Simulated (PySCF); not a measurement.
**`O=C[C@@H]1CCO[C@H](CF)O1`: 4 charge schemes on one density**

Species: C6H9FO3.
Geometry (GFN2-xTB, Å), atoms numbered from 1 in this order:
```
atom  x, y, z in Å
O1    -3.1916    1.5957   -0.4181
C2    -2.0377    1.6481   -0.1081
C3    -1.0200    0.5744   -0.4165
C4    -1.4341   -0.7703    0.2038
C5    -0.2815   -1.7506   -0.0123
O6     0.9251   -1.1983    0.4798
C7     1.2318    0.0178   -0.1308
C8     2.5336    0.5530    0.4637
F9     3.6041    0.1242   -0.2682
O10    0.2379    0.9875    0.0878
H11   -1.6061    2.4939    0.4548
H12   -0.9553    0.4540   -1.5136
H13   -2.3539   -1.1256   -0.2567
H14   -1.5921   -0.6310    1.2744
H15   -0.1741   -1.9791   -1.0839
H16   -0.4326   -2.6772    0.5422
H17    1.3563   -0.1348   -1.2251
H18    2.6557    0.1820    1.4838
H19    2.5247    1.6455    0.4356
```

Density: PBE0/pcSseg-1 (PySCF); schemes: Mulliken, IAO, Hirshfeld and ESP-fitted. Geometry: GFN2-xTB, one conformer, isolated molecule.

For which atoms does the sign change between the 4 schemes (beyond +0.03 e in one, beyond −0.03 e in another)?

C5.

Do the Mulliken, IAO, Hirshfeld and ESP-fitted schemes agree on where the charge is lowest?

The schemes don't all agree: Mulliken O10 (-0.523); IAO O10 (-0.411); Hirshfeld O1 (-0.214); ESP-fitted O10 (-0.589).

At which atom do the 4 schemes differ most?

At O10: from -0.589 (ESP-fitted) to -0.140 e (Hirshfeld), 0.449 e apart.

Tabulate the Mulliken, IAO, Hirshfeld and ESP-fitted charges.

In e:

| atom | environment | Mulliken | IAO | Hirshfeld | ESP-fitted |
| --- | --- | --- | --- | --- | --- |
| O1 | aldehyde oxygen | -0.345 | -0.377 | -0.214 | -0.431 |
| C2 | aldehyde carbon | +0.289 | +0.272 | +0.139 | +0.327 |
| C3 | sp3 carbon bound to oxygen | -0.030 | +0.030 | +0.034 | +0.364 |
| C4 | ring CH2 carbon | -0.198 | -0.292 | -0.082 | -0.180 |
| C5 | sp3 carbon bound to oxygen | +0.068 | -0.057 | +0.005 | +0.084 |
| O6 | cyclic ether oxygen | -0.504 | -0.395 | -0.141 | -0.439 |
| C7 | sp3 carbon bearing two oxygens | +0.277 | +0.252 | +0.099 | +0.545 |
| C8 | sp3 C–F carbon | +0.230 | +0.040 | +0.018 | -0.025 |
| F9 | alkyl fluorine | -0.336 | -0.320 | -0.117 | -0.237 |
| O10 | cyclic ether oxygen | -0.523 | -0.411 | -0.140 | -0.589 |
| H11 | formyl hydrogen | +0.089 | +0.111 | +0.044 | +0.046 |
| H12 | methine hydrogen | +0.136 | +0.138 | +0.044 | +0.011 |
| H13 | methylene hydrogen | +0.144 | +0.160 | +0.054 | +0.057 |
| H14 | methylene hydrogen | +0.131 | +0.148 | +0.042 | +0.105 |
| H15 | methylene hydrogen | +0.105 | +0.120 | +0.037 | +0.030 |
| H16 | methylene hydrogen | +0.136 | +0.162 | +0.055 | +0.096 |
| H17 | methine hydrogen | +0.097 | +0.108 | +0.028 | +0.011 |
| H18 | methylene hydrogen | +0.118 | +0.157 | +0.049 | +0.118 |
| H19 | methylene hydrogen | +0.117 | +0.153 | +0.047 | +0.108 |

Mean size of the charges over all atoms: Mulliken 0.204 e, ESP-fitted 0.200 e, IAO 0.195 e, Hirshfeld 0.073 e. Each set sums to the total charge, 0, to within 0.001 e. The Mulliken scheme counts on each atom the diagonal of the density matrix times the overlap matrix over that atom's basis functions. The ESP scheme fits charges at the nuclei, held to the total charge, to the electrostatic potential on points at 1.4 to 2.0 times the van der Waals radii.

How closely do the schemes follow one another over all atoms?

Correlation coefficient and root-mean-square difference: IAO with Hirshfeld 0.97, 0.141 e; Mulliken with IAO 0.96, 0.071 e; Mulliken with Hirshfeld 0.93, 0.165 e; Hirshfeld with ESP-fitted 0.90, 0.196 e; IAO with ESP-fitted 0.87, 0.134 e; Mulliken with ESP-fitted 0.86, 0.138 e.

Sum the charges by element, for elements with more than one atom.

| element | atoms | Mulliken | IAO | Hirshfeld | ESP-fitted |
| --- | --- | --- | --- | --- | --- |
| O | 3 | -1.373 | -1.183 | -0.496 | -1.459 |
| C | 6 | +0.635 | +0.245 | +0.212 | +1.114 |
| H | 9 | +1.074 | +1.258 | +0.401 | +0.582 |
